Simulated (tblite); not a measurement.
C2H13BrSi4.
SMILES with atom numbers: `[CH3:1][Si@H:2]([CH2:3][Br:4])[SiH2:5][SiH2:6][SiH3:7]` (hydrogens: H8, H9, H10 on C1; H11 on Si2; H12, H13 on C3; H14, H15 on Si5; H16, H17 on Si6; H18, H19, H20 on Si7)

Computed with GFN2-xTB (tblite), gas phase: L-BFGS steps from a force-field or distance-geometry start until the largest atomic force falls under 0.01 eV/Å.

Geometry at step 1:
```
atom  x, y, z in Å
C1     -2.2584   -1.4195    1.3624
Si2    -1.0506   -0.1604    0.6849
C3     -1.9380    1.3043   -0.1016
Br4    -2.9465    2.2797    1.2476
Si5     0.2131   -1.1613   -0.9449
Si6     1.8075    0.3472   -1.6322
Si7     3.2291    0.7046    0.1464
H8     -1.7074   -2.2722    1.7538
H9     -2.9278   -1.7730    0.5817
H10    -2.8569   -1.0056    2.1655
H11    -0.1681    0.3034    1.7639
H12    -2.6512    0.9925   -0.8511
H13    -1.2424    2.0176   -0.5156
H14     0.8483   -2.3904   -0.4132
H15    -0.6655   -1.5275   -2.0789
H16     2.5487   -0.1826   -2.7894
H17     1.1444    1.6138   -2.0370
H18     2.4781    1.2958    1.2764
H19     3.8144   -0.5773    0.6054
H20     4.3240    1.6216   -0.2269
```

Question: What forces act on the atoms?

Answer: 
```
atom  Fx (eV/Å)  Fy (eV/Å)  Fz (eV/Å)
  C1     -0.289     -0.140      0.216
 Si2      0.728     -0.479      0.074
  C3     -0.158      0.161      0.209
 Br4     -0.172      0.141      0.140
 Si5     -0.023     -0.149     -0.393
 Si6      0.167      0.000     -0.064
 Si7      0.200      0.120      0.068
  H8     -0.126      0.040     -0.026
  H9     -0.033     -0.063      0.079
 H10     -0.170     -0.075      0.115
 H11     -0.150      0.209      0.113
 H12     -0.107      0.056     -0.195
 H13      0.094      0.153     -0.217
 H14     -0.218      0.169     -0.178
 H15      0.129     -0.193      0.153
 H16     -0.079      0.210     -0.033
 H17      0.166     -0.224     -0.071
 H18      0.234     -0.104     -0.158
 H19     -0.086      0.326     -0.044
 H20     -0.107     -0.159      0.214
```

The largest, 0.87 eV/Å, acts on Si2; the rms over all components is 0.193 eV/Å. The forces sum to zero within rounding, as they must for an isolated molecule in no field.

Question: Give the force on Si2 in Eh/bohr and in nN.

Answer: 0.875 eV/Å ÷ 51.422 = 0.01701 Eh/bohr, and 0.875 eV/Å × 1.602 = 1.40 nN.

Question: How far is this geometry from the end of the optimisation?

Answer: 0.194 eV above it, and 0.231 Å rms away after alignment. The bonds farthest from their final lengths, with half the difference of the two atoms' forces along the bond (positive lengthens):

```csv
bond,now (Å),final (Å),force along bond (eV/Å)
Si2–C3,1.885,1.921,+0.43
Si2–Si5,2.292,2.325,-0.11
C1–Si2,1.872,1.903,+0.24
Si5–Si6,2.300,2.327,+0.07
Si7–H19,1.482,1.465,-0.16
Si7–H18,1.480,1.466,-0.14
```

The angle farthest from its final value is C1–Si2–Si5, 108.6° against 116.2°.

Of the 6 listed bonds off by 0.010 Å or more, this force points towards the final length in 5.

What follows is the cost of the whole relaxation. Time: 2.2 s of wall time. Hardware: Arm Neoverse N1, one thread (shared host).
